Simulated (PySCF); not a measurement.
hydrogen isocyanide (CHN), singlet, geometry from GFN2-xTB; CCSD(T)/6-311G** (PySCF).

Input for PySCF:
```python
from pyscf import gto, scf, cc

mol = gto.Mole()
mol.atom = '''
    C    -0.00000000   -0.00000000   -0.73320915
    N     0.00000000    0.00000000    0.42522810
    H     0.00000000    0.00000000    1.42265821
'''
mol.basis = '6-311g**'
mol.verbose = 4
mol.build()

mf = scf.RHF(mol)
mf.kernel()

mycc = cc.CCSD(mf, frozen=2)
mycc.kernel()
et = mycc.ccsd_t()
print('E(CCSD(T)) = %.10f' % (mycc.e_tot + et))
```

Output, abridged:

```
PySCF version 2.14.0

[INPUT] verbose = 4
[INPUT] num. atoms = 3
[INPUT] num. electrons = 14
[INPUT] charge = 0
[INPUT] spin (= nelec alpha-beta = 2S) = 0
[INPUT] symmetry False subgroup None
[INPUT] Mole.unit = angstrom
[INPUT] Symbol           X                Y                Z      unit          X                Y                Z       unit  Magmom
[INPUT]  1 C      0.000000000000   0.000000000000  -0.733209150000 AA    0.000000000000   0.000000000000  -1.385564485525 Bohr   0.0
[INPUT]  2 N      0.000000000000   0.000000000000   0.425228100000 AA    0.000000000000   0.000000000000   0.803564649469 Bohr   0.0
[INPUT]  3 H      0.000000000000   0.000000000000   1.422658210000 AA    0.000000000000   0.000000000000   2.688434385764 Bohr   0.0

nuclear repulsion = 24.3722504429289
number of shells = 20
number of NR pGTOs = 70
number of NR cGTOs = 42
basis = 6-311g**
ecp = {}

******** <class 'pyscf.scf.hf.RHF'> ********
method = RHF
initial guess = minao
damping factor = 0
level_shift factor = 0
DIIS = <class 'pyscf.scf.diis.CDIIS'>
diis_start_cycle = 1
diis_space = 8
diis_damp = 0
SCF conv_tol = 1e-09
SCF conv_tol_grad = None
SCF max_cycles = 50
direct_scf = True
direct_scf_tol = 1e-13
Set gradient conv threshold to 3.16228e-05
Initial guess from minao.
init E= -93.015617994354
  HOMO = -0.341812560926385  LUMO = 0.0926456883433653  gap/eV = 11.82221
cycle= 1 E= -92.8654609435748  delta_E= 0.15  |g|= 0.22  |ddm|= 1.43
  HOMO = -0.486275191221111  LUMO = 0.136232614541449  gap/eV = 16.93930
cycle= 2 E= -92.8809078994558  delta_E= -0.0154  |g|= 0.0555  |ddm|= 0.21
  HOMO = -0.483882251800247  LUMO = 0.148679448840156  gap/eV = 17.21288
cycle= 3 E= -92.8820548910801  delta_E= -0.00115  |g|= 0.024  |ddm|= 0.093
  HOMO = -0.483402758079684  LUMO = 0.146632373143319  gap/eV = 17.14413
cycle= 4 E= -92.8822064653547  delta_E= -0.000152  |g|= 0.00914  |ddm|= 0.0207
  HOMO = -0.485556233529372  LUMO = 0.147008945346087  gap/eV = 17.21298
cycle= 5 E= -92.8822311546143  delta_E= -2.47e-05  |g|= 0.00136  |ddm|= 0.0136
  HOMO = -0.485036712475298  LUMO = 0.14679051262209  gap/eV = 17.19289
cycle= 6 E= -92.882232159213  delta_E= -1e-06  |g|= 0.00057  |ddm|= 0.00267
  HOMO = -0.485171918295528  LUMO = 0.14682430544795  gap/eV = 17.19749
cycle= 7 E= -92.8822322559749  delta_E= -9.68e-08  |g|= 9.42e-05  |ddm|= 0.000952
  HOMO = -0.48518411420657  LUMO = 0.146836276243675  gap/eV = 17.19815
cycle= 8 E= -92.8822322587254  delta_E= -2.75e-09  |g|= 1.07e-05  |ddm|= 0.000151
  HOMO = -0.485185256133677  LUMO = 0.146837851497416  gap/eV = 17.19822
cycle= 9 E= -92.8822322587717  delta_E= -4.63e-11  |g|= 1.52e-06  |ddm|= 2.68e-05
  HOMO = -0.48518545148257  LUMO = 0.146838060436302  gap/eV = 17.19824
Extra cycle  E= -92.8822322587725  delta_E= -8.53e-13  |g|= 5.98e-07  |ddm|= 3.93e-06
converged SCF energy = -92.8822322587725

******** <class 'pyscf.cc.ccsd.CCSD'> ********
CC2 = 0
CCSD nocc = 5, nmo = 40
frozen orbitals 2
max_cycle = 50
direct = 0
conv_tol = 1e-07
conv_tol_normt = 1e-05
diis_space = 6
diis_start_cycle = 0
diis_start_energy_diff = 1e+09
Init t2, MP2 energy = -93.1691478184829  E_corr(MP2) -0.286915559710395
Init E_corr(CCSD) = -0.286915559710536
cycle = 1  E_corr(CCSD) = -0.286478913780626  dE = 0.00043664593  norm(t1,t2) = 0.054258
cycle = 2  E_corr(CCSD) = -0.297086410507399  dE = -0.0106074967  norm(t1,t2) = 0.0194551
cycle = 3  E_corr(CCSD) = -0.297383050149771  dE = -0.000296639642  norm(t1,t2) = 0.00904209
cycle = 4  E_corr(CCSD) = -0.29904198615084  dE = -0.001658936  norm(t1,t2) = 0.00407296
cycle = 5  E_corr(CCSD) = -0.29913035959626  dE = -8.83734454e-05  norm(t1,t2) = 0.000830486
cycle = 6  E_corr(CCSD) = -0.299051373154681  dE = 7.89864416e-05  norm(t1,t2) = 0.000279463
cycle = 7  E_corr(CCSD) = -0.299062049689172  dE = -1.06765345e-05  norm(t1,t2) = 8.5749e-05
cycle = 8  E_corr(CCSD) = -0.299061379855066  dE = 6.69834106e-07  norm(t1,t2) = 2.39083e-05
cycle = 9  E_corr(CCSD) = -0.299059871152987  dE = 1.50870208e-06  norm(t1,t2) = 7.43201e-06
cycle = 10  E_corr(CCSD) = -0.29905970472556  dE = 1.66427427e-07  norm(t1,t2) = 3.30688e-06
cycle = 11  E_corr(CCSD) = -0.299059696874719  dE = 7.85084048e-09  norm(t1,t2) = 5.86191e-07
CCSD converged
E(CCSD) = -93.18129195564727  E_corr = -0.2990596968747194
CCSD(T) correction = -0.0133395167996805
E(CCSD(T)) = -93.1946314724
```
